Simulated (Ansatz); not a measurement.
Li10⁺, relaxed as a quartet with UKS PBE/def2-TZVP in Ansatz, starting from the PBE/def2-TZVP geometry of the charge +1 doublet. Force threshold 0.02 eV/Å.

At PBE/def2-TZVP a doublet of charge 1 lies 0.06 eV below the quartet, each at its own geometry.

Start:

```xyz
10

Li    0.542   -3.706    0.182
Li   -1.203   -1.422   -0.724
Li   -3.283    0.543   -1.702
Li    1.709   -0.896   -0.847
Li   -0.149    1.143   -1.758
Li    2.858    1.646   -2.209
Li    0.252   -1.047    1.766
Li   -1.596    0.975    0.867
Li    1.312    1.529    0.765
Li   -0.442    1.236    3.660
```

```
step  energy (eV)  largest force component (eV/Å)  SCF passes
   1   -2034.4106                           0.166         133
   2   -2034.4978                           0.081          40
   3   -2034.5419                           0.064          36
   4   -2034.5895                           0.072          34
   5   -2034.6317                           0.051          33
   6   -2034.6726                           0.072          32
   7   -2034.7243                           0.108          31
   8   -2034.7741                           0.129          30
   9   -2034.8233                           0.132          30
  10   -2034.8679                           0.117          28
  11   -2034.9044                           0.086          26
  13   -2034.9392                           0.025          27
  15   -2034.9579                           0.027          31
  17   -2034.9894                           0.035          31
  19   -2035.0269                           0.085          35
  21   -2035.1059                           0.138          33
  23   -2035.3110                           0.082          39
  25   -2035.4520                           0.059          30
  27   -2035.4967                           0.039          30
  29   -2035.5048                           0.015          25
  31   -2035.5068                           0.012          26
  32   -2035.5073                           0.005          25
```

Force components are those of the run's own axes.

End:

Cartesian coordinates in Å:
```
Li 0.007 -3.129 -0.552
Li -0.601 -0.336 -0.978
Li -1.507 2.676 0.021
Li 2.082 -1.018 -0.677
Li 0.809 -1.384 -3.332
Li 1.010 1.652 -2.178
Li 0.405 -1.393 2.061
Li -2.081 -0.094 1.430
Li 0.685 1.236 0.908
Li -0.809 1.789 3.297
```

Bonds lost: Li2–Li7, Li5–Li9 (atoms count from 1). Bonds formed: Li2–Li6, Li2–Li9, Li3–Li9, Li9–Li10 (atoms count from 1).

The force fell under the threshold at step 29, but the optimiser went on and released 0.003 eV more. No frequencies were taken in this run, so the end may be a saddle point.

It took 68 s on 4 threads of Arm Neoverse V2 on a shared host.
